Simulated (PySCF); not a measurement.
An unknown is described by computed data only.

Formula: C4H6PSi; charge -1.

- Rotational structure: rotational constants A, B, C: 6.655, 1.439, 1.199 GHz [GFN2-xTB]
- 1H NMR: chemical shifts (computed TMS as zero) by class: 7.38 (1 H), 6.93 (1 H), 6.89 (1 H), 4.51 (3 H) ppm [GIAO PBE0/pcSseg-1]
- XPS: Si2p3/2 102.1, P2p3/2 129.7, C1s 284.3, C1s 284.3, C1s 284.3, C1s 284.6, Si1s 1841.9, P1s 2143.2 eV [ΔSCF SCAN, pcX-2 on the ionised atom, pcseg-1 elsewhere, spin-free X2C, 2p3/2 from a spin–orbit splitting computed afterwards within the 2p shell]
- 13C NMR: chemical shifts (computed TMS as zero) by class: 147.3 (1 C), 133.4 (1 C), 126.7 (1 C), 102.4 (1 C) ppm [GIAO PBE0/pcSseg-1]
- NMR, other nuclei: isotropic shieldings of nuclei other than C and H, by class: 443 (1 Si), 213 (1 P) ppm [GIAO PBE0/pcSseg-1]

Electronic properties: PySCF, gas phase, density fitting. Levels stand in brackets. Isolated species at its GFN2-xTB geometry, gas phase. GFN2-xTB frequencies show an imaginary mode (23i cm⁻¹), so this geometry is no minimum at that level. No diffuse functions stand in pcSseg-1, which bears on an anion's orbital energies. NMR classes are plain means over equivalent atoms (diastereotopic ones count apart unless rotation or inversion swaps them), as if these changed places fast.

Question: Propose a structure and show how it fits.

Answer: Numbering: `[SiH3:1][c:2]1[cH:3][cH:4][p-:5][cH:6]1`. 4 carbons fall into 4 classes; from least to most shielded: aromatic CH carbon [C6] (147.3 ppm), aromatic CH carbon [C4] (133.4 ppm), aromatic CH carbon [C3] (126.7 ppm), substituted aromatic carbon [C2] (102.4 ppm). Hydrogen classes from least to most shielded: 1 H on an aromatic CH carbon, C6 (7.38 ppm), 1 H on an aromatic CH carbon, C3 (6.93 ppm), 1 H on an aromatic CH carbon, C4 (6.89 ppm), 3 H on an SiH3 silicon, Si1 (4.51 ppm). The other shieldings belong to: 443 ppm, SiH3 silicon [Si1]; 213 ppm, phosphorus bonded to 2 C [P5]. The core levels belong to: Si2p3/2 102.1 eV, SiH3 silicon [Si1]; P2p3/2 129.7 eV, phosphorus bonded to 2 C [P5]; C1s 284.3 eV, aromatic CH carbon [C4]; C1s 284.3 eV, aromatic CH carbon [C6]; C1s 284.3 eV, substituted aromatic carbon [C2]; C1s 284.6 eV, aromatic CH carbon [C3]; Si1s 1841.9 eV, SiH3 silicon [Si1]; P1s 2143.2 eV, phosphorus bonded to 2 C [P5]. By its constants the optimised geometry is an asymmetric top. Structure: `[SiH3]C1=C[P-]C=C1`. The assignments are read from this structure; whether some other isomer fits the data as well wasn't checked.
